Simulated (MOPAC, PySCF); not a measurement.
C10H12Si, SMILES `C1=c2c(cccc2)=C[Si]1(C)C`, neutral singlet in the gas phase. 

Cartesian coordinates (Å):
```xyz
23

C     -2.7208     1.0414     1.1128
Si    -1.6235    -0.0220    -0.0056
C     -2.6839    -1.1145    -1.1315
C     -0.3106    -0.9843     0.9405
C      0.9224    -0.5319     0.5261
C      2.2111    -1.0056     1.0024
C      3.3762    -0.4782     0.5149
C      3.3655     0.5694    -0.4916
C      2.1900     1.0652    -0.9872
C      0.9112     0.5567    -0.5197
C     -0.3306     0.9757    -0.9427
H     -2.1028     1.6816     1.7726
H     -3.3654     0.4020     1.7501
H     -3.3786     1.6968     0.5061
H     -2.0442    -1.7378    -1.7870
H     -3.3411    -0.4927    -1.7733
H     -3.3279    -1.7876    -0.5293
H     -0.3996    -1.7762     1.6997
H      2.2260    -1.7996     1.7654
H      4.3461    -0.8460     0.8842
H      4.3276     0.9633    -0.8542
H      2.1887     1.8593    -1.7501
H     -0.4358     1.7649    -1.7026
```
Charge 0, multiplicity 1.

All levels are single points at this geometry (PBE-D3(BJ)/def2-SVP); Pople sets use spherical d functions. Orbital energies aren't observables, and empty levels follow the basis.

```
level                          HOMO (eV)  LUMO (eV)  gap (eV)  dipole (D)  vertical IE, Delta-SCF (eV)
-----------------------------  ---------  ---------  --------  ----------  ---------------------------
PBE-D3(BJ)/def2-TZVP in PySCF      -4.68      -3.11      1.57        0.26                         7.01
B3LYP/3-21G in PySCF               -5.00      -2.10      2.90        0.42                            –
B3LYP/6-311+G** in PySCF           -5.33      -2.53      2.80        0.20                            –
B3LYP/6-31G* in PySCF              -4.96      -2.14      2.82        0.18                         6.75
B3LYP/LANL2DZ in PySCF             -5.17      -2.27      2.90        0.34                            –
BP86/6-31G* in PySCF               -4.41      -2.84      1.57        0.34                            –
HF/6-31G* in PySCF                 -6.87       1.27      8.14        0.23                            –
HF/STO-3G in PySCF                 -4.78       4.57      9.35        0.89                            –
PM6 in MOPAC                       -8.05      -0.84      7.21        0.19                            –
```
